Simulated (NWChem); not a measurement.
System: SeF2; SMILES F[Se]F

Here is an NWChem input.

```
start job
memory heap 200 mb stack 900 mb global 1100 mb
geometry units angstroms noautosym nocenter noautoz
  Se     0.000000     0.000000     0.378333
  F     -1.290889     0.000000    -0.773277
  F      1.290889     0.000000    -0.773277
end
basis spherical
  Se library aug-cc-pvdz
  F library aug-cc-pvdz
end
dft
  xc pbe0
  iterations 150
end
property
  response 1 0.0
end
task dft property
```

Parts of the log:

```
             Northwest Computational Chemistry Package (NWChem) 7.3.0
             --------------------------------------------------------

                             Geometry "geometry" -> ""
                             -------------------------

 Output coordinates in angstroms (scale by  1.889725989 to convert to a.u.)

  No.       Tag          Charge          X              Y              Z
 ---- ---------------- ---------- -------------- -------------- --------------
    1 Se                  34.0000     0.00000000     0.00000000     0.37833300
    2 F                    9.0000    -1.29088900     0.00000000    -0.77327700
    3 F                    9.0000     1.29088900     0.00000000    -0.77327700

 Effective nuclear repulsion energy (a.u.)     203.8119211413

                              NWChem Property Module
                              ----------------------

                                 NWChem DFT Module
                                 -----------------

 Summary of "ao basis" -> "ao basis" (spherical)
 ------------------------------------------------------------------------------
       Tag                 Description            Shells   Functions and Types
 ---------------- ------------------------------  ------  ---------------------
 Se                       aug-cc-pvdz               14       36   6s5p3d
 F                        aug-cc-pvdz                9       23   4s3p2d

            General Information
            -------------------
          SCF calculation type: DFT
          Wavefunction type:  closed shell.
          No. of atoms     :     3
          No. of electrons :    52
           Alpha electrons :    26
            Beta electrons :    26
          Charge           :     0
          Spin multiplicity:     1
          Use of symmetry is: off; symmetry adaption is: off
          Maximum number of iterations: 150
          AO basis - number of functions:    82
                     number of shells:    32
          Convergence on energy requested:  1.00D-06
          Convergence on density requested:  1.00D-05
          Convergence on gradient requested:  5.00D-04

              XC Information
              --------------
                         PBE0 Method XC Functional
                     Hartree-Fock (Exact) Exchange  0.250
          PerdewBurkeErnzerhof Exchange Functional  0.750
            Perdew 1991 LDA Correlation Functional  1.000 local
           PerdewBurkeErnz. Correlation Functional  1.000 non-local

             Grid Information
             ----------------
          Grid used for XC integration:  medium
          Radial quadrature: Mura-Knowles
          Angular quadrature: Lebedev.
          Tag              B.-S. Rad. Rad. Pts. Rad. Cut. Ang. Pts.
          ---              ---------- --------- --------- ---------
          Se                  1.15      112           9.0       590
          F                   0.50       49          10.0       434
          Grid pruning is: on
          Number of quadrature shells:   210
          Spatial weights used:  Erf1

      Superposition of Atomic Density Guess
      -------------------------------------

 Sum of atomic energies:       -2598.55845532

      Non-variational initial energy
      ------------------------------

 Total energy =   -2598.701879
 1-e energy   =   -4027.595783
 2-e energy   =    1225.081983
 HOMO         =      -0.220876
 LUMO         =      -0.058770

   convergence    iter        energy       DeltaE   RMS-Dens  Diis-err
 ---------------- ----- ----------------- --------- --------- ---------
 d= 0,ls=0.0,diis     1  -2600.6432417482 -2.80D+03  1.35D-02  7.20D-01
 d= 0,ls=0.0,diis     2  -2600.5524087682  9.08D-02  7.51D-03  1.87D+00
 d= 0,ls=0.0,diis     3  -2600.7228879614 -1.70D-01  1.20D-03  3.18D-02
 d= 0,ls=0.0,diis     4  -2600.7254519437 -2.56D-03  2.91D-04  1.73D-03
 d= 0,ls=0.0,diis     5  -2600.7256105189 -1.59D-04  3.33D-05  1.51D-05
  Resetting Diis
 d= 0,ls=0.0,diis     6  -2600.7256119748 -1.46D-06  4.67D-06  2.41D-07
 d= 0,ls=0.0,diis     7  -2600.7256120099 -3.51D-08  1.19D-06  6.55D-09

         Total DFT energy =    -2600.725612009861
      One electron energy =    -4025.536322647013
           Coulomb energy =     1328.561961734660
    Exchange-Corr. energy =     -107.563172238819
 Nuclear repulsion energy =      203.811921141311

 Numeric. integr. density =       52.000005205198

                       DFT Final Molecular Orbital Analysis
                       ------------------------------------

 Vector   24  Occ=2.000000D+00  E=-4.546520D-01
              MO Center=  6.0D-09,  6.0D-12, -7.3D-01, r^2= 2.2D+00
   Bfn.  Coefficient  Atom+Function         Bfn.  Coefficient  Atom+Function
  ----- ------------  ---------------      ----- ------------  ---------------
    41      0.408570  2 F  px                64      0.408570  3 F  px
    44      0.276507  2 F  px                67      0.276507  3 F  px
    43     -0.251880  2 F  pz                66      0.251880  3 F  pz
    46     -0.163676  2 F  pz                69      0.163676  3 F  pz
    16      0.060434  1 Se px                47      0.057347  2 F  px

[...]

 DFT Linear Response polarizability / au
 Frequency  =       0.0000000 / au
              X              Y              Z
 -----------------------------------------------
 X      30.1930821      0.0000000      0.0000000
 Y       0.0000000     25.5320767      0.0000000
 Z       0.0000000      0.0000000     27.5670628
 -----------------------------------------------
 Eigenvalues =      30.1930821     25.5320767     27.5670628
 Isotropic   =      27.7640739
 Anisotropic =       4.0473520
 -----------------------------------------------

 Magnetic Dipole Response Matrix (nonzero elements):

 Exiting AOResponse driver routine
```

Level: PBE0/aug-cc-pVDZ. Coordinates come from a PBE0-D3(BJ)/def2-TZVP optimisation.
